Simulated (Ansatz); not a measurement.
`[OH][Ge]([F])([Cl])[Cl]` + HCl → `[F][Ge]([Cl])([Cl])[Cl]` + H₂O at 700 K and 1 bar (ligand exchange at a Ge–O bond).

Gas-phase electronic energies from Ansatz, PBE0-D4/def2-TZVP geometries. CCSD(T)/CBS is the MP2 limit (def2-TZVPP, def2-QZVPP) plus CCSD(T) − MP2 in def2-TZVPP, frozen cores. This one scheme is used for every species. For Ge outer-core shells are correlated without core-valence functions, which leaves a few kJ/mol of doubt a bond. Scalar relativity is left out up to krypton. Each species was taken in one conformer, which may not be the lowest.

```
                  species  CCSD(T)/CBS energy (Eh)  H − E (kJ/mol)  S (J/(mol·K))
`[OH][Ge]([F])([Cl])[Cl]`              -3171.38906           115.7          454.5
                      HCl               -460.38127            38.4          211.8
`[F][Ge]([Cl])([Cl])[Cl]`              -3555.40119            78.3          434.1
                      H₂O                -76.37941            80.5          218.4
```

H − E and S are ideal-gas, rigid-rotor, harmonic terms from PBE0-D4/def2-TZVP, for one conformer and one mirror image of each species. 1 Eh = 2625.50 kJ/mol, R = 8.31446 J/(mol·K).

Problem. By hand: ΔE, ΔH, ΔS and ΔG.

Solution. ΔE = (-3555.40119) + (-76.37941) − (-3171.38906) − (-460.38127) = -0.01027 Eh = -27.0 kJ/mol. Δ(H − E) = 78.3 + 80.5 − 115.7 − 38.4 = 4.7, so ΔH = -22.3 kJ/mol. ΔS = 434.1 + 218.4 − 454.5 − 211.8 = -13.8 J/(mol·K). ΔG = -22.3 − 700 × (-13.8)/1000 = -12.6 kJ/mol.

Problem. By hand: the equilibrium constant, and the temperature at which ΔG would vanish if ΔH and ΔS stayed fixed.

Solution. log₁₀ K = −ΔG/(RT ln 10) = 0.9. ΔG = 0 at ΔH/ΔS = 1616 K, though so small a ΔS makes that figure unsure.

TΔS isn't small against ΔH here. A doubt of 5 kJ/mol in ΔE shifts log₁₀ K by 0.4 here. Other conformers and mirror images would add mixing entropy, several J/(mol·K) or more a flexible species. These are equilibria of isolated gas molecules and say nothing of rates. Largest T1 diagnostic: 0.011 (customary marks: 0.02 for closed shells, 0.045 for open ones).
